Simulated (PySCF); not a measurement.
## InH: from constants to spectrum

RHF-CCSD(T) constants of InH, ¹Σ⁺ (singlet), closed shell (In def2-SVP with ECP28, H def2-SVP; scalar-relativistic core potentials (PySCF 2.14); masses 114.9039 and 1.0078 u):

* ωe: 1472.6 cm⁻¹
* ωexe: 22.6 cm⁻¹
* Be: 4.934 cm⁻¹
* αe: 0.130 cm⁻¹
* De to In + H: 2.55 eV

What force constant and bond length do these constants imply?

Reduced mass μred = 0.99906 u; k = 5.8918×10⁻⁷·μred·ωe² (u, cm⁻¹, mdyn/Å) = 1.28 mdyn/Å; Re = √(16.8576/(μred·Be)) (u, cm⁻¹, Å) = 1.849 Å.

Estimate the centrifugal constant D from the Kratzer relation and find the Dunham coefficient a1.

D = 4Be³/ωe² = 0.000222 cm⁻¹; a1 = −1 − αeωe/(6Be²) = -2.31.

Correlated steps freeze 4 core orbitals. Correlated levels converge slowly with the basis: in double zeta they bind strong bonds too weakly, by up to about 1 eV, and carry superposition errors of some tenths. Spin–orbit coupling is left out, which matters for elements this heavy, above all for dissociation energies. Where the molecule has an RHF reference, its open-shell atoms are computed with UHF.
